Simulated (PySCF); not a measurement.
## Nuclear repulsion and electron count by hand

System: H2Ga (SMILES [GaH2]), doublet, geometry from GFN2-xTB (such geometries of metal compounds can be far from the true shape) (the spin is typed, not shown lowest). Level: WB97X/6-31G** (PySCF). Sums are taken with unrounded values, so a last digit can differ.

Coordinates (Å):

```
atom         x         y         z
----  --------  --------  --------
Ga1    0.05145   0.01309   0.03530
H2    -0.52007  -1.67523  -0.40543
H3    -1.07481   1.26938  -0.68898
```

Q: Work out the nuclear repulsion energy and the numbers of alpha and beta electrons.

A: In atomic units each pair adds Z_i Z_j / r_ij, with r in bohr (1 bohr = 0.529177 Å).
| pair | r (Å) | r (bohr) | Z_i Z_j | term (Eh) |
|---|---|---|---|---|
| Ga1-H2 | 1.8361 | 3.4698 | 31 | 8.9343 |
| Ga1-H3 | 1.8361 | 3.4698 | 31 | 8.9344 |
| H2-H3 | 3.0098 | 5.6877 | 1 | 0.1758 |
The sum is 18.0445 Eh; PySCF gives 18.0445 Eh. The atomic numbers add up to 33, so at charge +0 there are 33 electrons; multiplicity 2 means 1 unpaired, so 17 alpha and 16 beta.
